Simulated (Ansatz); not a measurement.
Relaxation of C2H4SSi (8 atoms, charge 0, multiplicity 1), to a largest force component of 0.015 eV/Å in at most 40 steps.

Computed with RKS LDA/def2-SVP (Ansatz).

```xyz
8
Properties=species:S:1:pos:R:3
S -1.795 1.233 1.197
C -0.698 0.433 0.417
C 0.622 0.815 0.359
Si -0.510 -0.979 -0.505
H 1.242 0.785 1.268
H 0.892 1.697 -0.253
H -0.191 -0.842 -1.930
H 0.240 -2.092 0.073
```

Q: Where does it end, and by what steps?

A: It converged. After 15 steps the energy has fallen by 1.753 eV; Si4 moved furthest, 0.43 Å.

| step | energy less start (eV) | largest force component (eV/Å) | accepted |
| --- | --- | --- | --- |
| 0 | 0.0000 | 3.088 | yes |
| 1 | -0.8314 | 2.318 | yes |
| 2 | -1.4528 | 1.138 | yes |
| 3 | -1.5753 | 1.444 | yes |
| 4 | -1.6815 | 0.548 | yes |
| 5 | -1.6292 | 1.461 | no |
| 6 | -1.7350 | 0.207 | yes |
| 7 | -1.7434 | 0.087 | yes |
| 8 | -1.7448 | 0.072 | yes |
| 9 | -1.7475 | 0.101 | yes |
| 10 | -1.7465 | 0.356 | no |
| 11 | -1.7507 | 0.143 | yes |
| 12 | -1.7523 | 0.110 | yes |
| 13 | -1.7531 | 0.057 | yes |
| 14 | -1.7532 | 0.038 | yes |
| 15 | -1.7533 | 0.007 | yes |

```xyz
8
Properties=species:S:1:pos:R:3
S -1.982 1.099 1.511
C -0.842 0.613 0.482
C 0.608 0.750 0.332
Si -0.124 -0.793 -0.515
H 1.255 0.901 1.220
H 0.913 1.397 -0.522
H 0.037 -0.772 -2.006
H -0.062 -2.146 0.124
```

Whether the end is a true minimum wasn't checked by a vibrational analysis.

Run time: 46 s on 1 CPU thread of a shared host.
